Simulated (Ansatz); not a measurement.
Geometry optimisation, Ansatz, UKS PBE0-D4/def2-SVP.

Input file:

```yaml
crystal:
  periodic: [false, false, false]
  atoms:
    - { symbol: In, position_ang: [2.413754, -1.183993, -0.125168] }
    - { symbol: H, position_ang: [-0.364642, -0.853725, 1.054215] }
    - { symbol: Cl, position_ang: [-1.161984, -1.86799, -0.519732] }
    - { symbol: Cl, position_ang: [0.33185, -0.540401, 2.175724] }
    - { symbol: H, position_ang: [-0.42209, 1.457447, -0.021264] }
    - { symbol: O, position_ang: [1.478039, 0.536656, -0.821098] }
    - { symbol: H, position_ang: [-0.77063, -0.900209, 0.338691] }
    - { symbol: O, position_ang: [-1.338965, 1.290767, 0.247453] }
    - { symbol: H, position_ang: [1.644548, 0.791529, -1.735998] }
    - { symbol: H, position_ang: [-1.809881, 1.269818, -0.592822] }
magnetization:
  spin_polarized: true
basis:
  gaussian: { orbitals: def2-SVP }
hamiltonian:
  xc: pbe0
  dispersion: d4
relax:
  f_tol: 0.03
  max_steps: 50
```

Launched with:

```bash
$ ansatz run input.yaml --threads 4 --pin off --max-ram 5120MiB --backend cpu --events-out ev --progress --plain --runs-dir out
```

Where does it end, and by what steps?

The run converged. After 40 steps the energy has fallen by 3.898 eV; H9 moved furthest, 2.00 Å. Parted: H2–H7 (0.82 → 2.90 Å), Cl3–H7 (1.35 → 2.16 Å), H5–O8 (0.97 → 1.65 Å). Joined: In1–Cl3 (3.66 → 2.67 Å), H5–O6 (2.26 → 1.00 Å), H7–O8 (2.27 → 0.98 Å).

```csv
step,energy less start (eV),largest force component (eV/Å),accepted
0,0.0000,5.416,yes
2,-1.6709,1.589,yes
4,-2.3353,0.676,yes
6,-2.6526,0.945,yes
8,-3.1780,1.658,yes
10,-3.6072,1.491,yes
12,-3.7516,0.278,yes
14,-3.7722,0.193,yes
16,-3.7780,0.102,yes
18,-3.7820,0.073,yes
20,-3.8021,0.099,yes
22,-3.8269,0.227,yes
24,-3.8336,0.106,yes
26,-3.8400,0.461,yes
28,-3.8486,0.059,yes
30,-3.8419,0.704,no
32,-3.8684,0.120,yes
34,-3.8618,0.997,no
36,-3.8915,0.126,yes
38,-3.8966,0.156,yes
40,-3.8979,0.024,yes
```

```xyz
10
Properties=species:S:1:pos:R:3
In 1.506 -1.665 -0.871
H 0.260 -0.988 1.728
Cl -0.888 -1.850 0.304
Cl 1.313 -0.398 2.307
H 0.208 0.984 -0.753
O 1.175 0.748 -0.688
H -1.546 0.136 -0.248
O -1.435 1.039 -0.612
H 1.388 0.938 0.240
H -1.981 1.055 -1.406
```

Whether the end is a true minimum wasn't checked by a vibrational analysis.

Run time: 3.9 min on 4 threads of Arm Neoverse N1 (shared host), peak memory 0.46 GiB.
